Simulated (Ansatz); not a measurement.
Reaction (formal exchange of groups at a B–C bond): `B[CH](Cl)[GeH3]` + `[AlH]1[SiH2][S]1` → `[BH2][Al]1[SiH2][S]1` + `Cl[CH2][GeH3]`

Computed with Ansatz on PBE0-D4/def2-TZVP structures; ΔE is electronic, products minus reactants. CCSD(T)/CBS adds triple-zeta CCSD(T) − MP2 to the extrapolated MP2 energy (def2 sets, frozen cores). DFT in def2-TZVPP. B3LYP here is the variant with VWN-RPA as its local correlation; programs differ in this. For Ge outer-core shells are correlated without core-valence functions, which leaves a few kJ/mol of doubt a bond. Scalar relativity is left out up to krypton.

`B[CH](Cl)[GeH3]`:

```xyz
10

B     0.887   -0.335   -1.166
C     0.386   -0.780    0.197
Cl    1.545   -0.823    1.548
Ge   -0.932    0.707    0.564
H     0.162   -0.508   -2.105
H     1.913    0.261   -1.293
H    -0.231   -1.678    0.236
H    -1.294    0.560    2.045
H    -0.270    2.066    0.303
H    -2.167    0.529   -0.330
```

`[AlH]1[SiH2][S]1`:

```xyz
6

Al    0.489   -0.341    1.260
Si   -0.246    0.540   -0.754
S    -0.348   -1.609   -0.290
H     1.074   -0.553    2.704
H     0.618    0.828   -1.929
H    -1.588    1.135   -0.991
```

`[BH2][Al]1[SiH2][S]1`:

```xyz
8

B     1.741    1.324   -0.997
Al    0.301    0.125   -0.052
Si   -1.669   -0.954    0.593
S     0.236   -1.320    1.590
H     2.350    0.932   -1.949
H     1.959    2.441   -0.632
H    -2.694   -0.378    1.504
H    -2.224   -2.170   -0.057
```

`Cl[CH2][GeH3]`:

Z-matrix (Å, degrees):
```
C
Ge 1 1.966
Cl 1 1.781 2 110.6
H 1 1.089 2 111.1 3 -119.4
H 1 1.089 2 111.1 3 119.4
H 2 1.534 1 109.0 3 60.1
H 2 1.540 1 108.8 3 179.9
H 2 1.534 1 109.0 3 -60.3
```

```
             level  ΔE (kJ/mol)  difference from CCSD(T)/CBS
            PBE-D4         34.2                         -3.8
         r2SCAN-D4         37.9                         -0.1
          B3LYP-D4         37.5                         -0.5
           ωB97M-V         43.8                          5.8
            B2PLYP         36.7                         -1.3
               PBE         30.9                         -7.1
              PBE0         32.9                         -5.1
             B3LYP         32.1                         -5.9
     HF/def2-TZVPP         26.2                        -11.8
SCS-MP2/def2-TZVPP         40.0                          2.0
     HF/def2-QZVPP         26.1                        -11.9
    MP2/def2-QZVPP         46.2                          8.2
SCS-MP2/def2-QZVPP         40.8                          2.8
      HF/CBS(def2)         26.1                        -11.9
     MP2/CBS(def2)         47.1                          9.1
    CCSD/CBS(def2)         35.9                         -2.1
       CCSD(T)/CBS         38.0                            0
```

Largest T1 diagnostic among the species: 0.016.

The D4 term adds +5.4 kJ/mol with B3LYP and +2.7 kJ/mol with PBE0; it sums over pairs of atoms, weighted by their polarisabilities, and B3LYP, whose exchange is more repulsive, gets the larger term. In def2-TZVPP, CCSD(T) changes the Hartree–Fock value by +9.9 kJ/mol (the triples alone add +2.1 kJ/mol) and MP2 by +18.9 kJ/mol.
